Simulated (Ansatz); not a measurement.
# Ligand exchange: C2H5FSn + C2H10OSi2 → C2H6OSn + C2H9FSi2

Species: C2H5FSn `C[CH2][Sn][F]`, singlet; C2H10OSi2 `O[SiH2]CC[SiH3]`, singlet; C2H6OSn `C[CH2][Sn][OH]`, singlet; C2H9FSi2 `F[SiH2]CC[SiH3]`, singlet. The partners trade F for OH: Sn–F and Si–OH bonds give way to Sn–OH and Si–F.

Shapes, held fixed at every level: PBE0-D4/def2-TZVP. Flexible molecules stand in one conformer, not always the lowest. Programs: Ansatz 0.2.0. The zero-point and thermal change to 298 K, harmonic and unscaled (PBE0-D4/def2-TZVP), is +0.3 kJ/mol.

(1) Estimate ΔH(298 K) of this reaction.

Answers

(1) The highest level, CCSD(T)/def2-TZVPP, gives ΔH(298 K) = -9.2 kJ/mol; the levels span -10.6 to +5.0. They disagree on the sign: 1 of 8 are positive. The column of differences is taken from that level and isn't an error. No measured value is set beside it here. For atoms past krypton def2 sets carry core potentials with scalar relativity. Outer-core shells of Sn are correlated, in sets that cover them unevenly.

| level | kind | ΔH(298 K) (kJ/mol) | less CCSD(T)/def2-TZVPP |
| --- | --- | --- | --- |
| HF/def2-SVP | Hartree–Fock | +5.0 | +14.2 |
| PBE-D4/def2-TZVPP | GGA | -2.7 | +6.5 |
| BHLYP-D4/def2-TZVPP | global hybrid | -1.3 | +7.9 |
| PBE0-D4/def2-TZVPP | global hybrid | -2.2 | +7.0 |
| r2SCAN0-D4/def2-TZVPP | global hybrid | -3.1 | +6.1 |
| MP2/def2-SVP | perturbation theory | -4.0 | +5.2 |
| MP2/def2-TZVPP | perturbation theory | -10.6 | -1.4 |
| CCSD(T)/def2-TZVPP | coupled cluster or CI | -9.2 | 0.0 |
